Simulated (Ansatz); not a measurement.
Ideal-gas functions of `O[SiH2][GaH][Br]` at 800 K and 1 bar, from an Ansatz frequency run at PBE0-D4/def2-TZVP.

Molar mass 197.74 g/mol, point group Cs (symmetry number 1), electronic degeneracy 1, moments of inertia 80.491, 607.095, 681.8 u Å². Harmonic wavenumbers (cm⁻¹, unscaled): 33, 59, 167, 206, 289, 346, 350, 499, 591, 727, 776, 851, 930, 955, 1988, 2188, 2190, 3909.

Use S(trans) = R[1.5 ln M + 2.5 ln T − 1.1517]; rotational temperatures θ = 24.2544 K / I; S(rot) = R[ln(√π/σ · √(T³/θAθBθC)) + 1.5]; for each mode x = 1.438777 ν̃/T, S = R[x/(eˣ − 1) − ln(1 − e⁻ˣ)] and H = RT x/(eˣ − 1); 1 cm⁻¹ = 0.0119627 kJ/mol; R = 8.31446 J/(mol·K).

Question: By hand: the entropy, in J/(mol·K).

Answer: Translation 195.3. Rotation: θ = 0.3013, 0.04, 0.0356 K, giving 132.8. Vibration, mode by mode: 31.80, 26.97, 18.35, 16.62, 13.85, 12.39, 12.30, 9.49, 8.19, 6.65, 6.19, 5.54, 4.94, 4.77, 1.09, 0.82, 0.81, 0.06, in all 180.8. Electronic 0.0. Sum 508.9 J/(mol·K).

Question: By hand: H − E and G − E in kJ/mol, counted from the electronic energy.

Answer: Zero-point energy ½ × 17054 × 0.0119627 = 102.0; thermal vibration 62.4; translation, rotation and pV give 4 RT = 26.6. H − E = 191.0 kJ/mol, and G − E = 191.0 − 800 × 508.9/1000 = -216.1 kJ/mol.

Vibration gives 36 % of the entropy, 58.8 J/(mol·K) of it from the modes under 150 cm⁻¹: soft modes count most, and the harmonic formula is weakest for them. The sum counts one conformer and one mirror image; others add a mixing term.
